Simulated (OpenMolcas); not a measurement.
**GeH3I (SMILES [GeH3][I]): name the method**

GeH3I: 5 atoms, total charge 0, spin state singlet. As SMILES, `[GeH3][I]`. The shape comes from GFN2-xTB, which is rough for such elements, and wasn't checked as a minimum.

```xyz
5

Ge   -0.0199    0.0352   -0.2179
I     0.1940   -0.3575    2.2172
H    -0.3549    1.4775   -0.4202
H    -1.1117   -0.8506   -0.7289
H     1.2925   -0.3046   -0.8502
```

A calculation with OpenMolcas 26.06 gave:

```json
{
  "total energy": "-9217.4149 Eh",
  "dipole moment": "3.07 D",
  "HOMO energy": "-10.90 eV",
  "LUMO energy": "0.22 eV",
  "HOMO–LUMO gap": "11.12 eV",
  "largest force": "1.066 eV/Å"
}
```

**Question.** Which of these levels gave the numbers?
A. M06-HF/ANO-RCC-VDZ (DKH1)
B. M06-HF/ANO-RCC-VDZ (DKH8)
C. M06-HF/ANO-RCC-VDZ (sfX2C)
D. M06-HF/ANO-RCC-VDZ (DKH4)

**Answer.** C. The others give -9217.6023 Eh (M06-HF/ANO-RCC-VDZ (DKH4)), -9269.3923 Eh (M06-HF/ANO-RCC-VDZ (DKH1)), -9217.6496 Eh (M06-HF/ANO-RCC-VDZ (DKH8)).
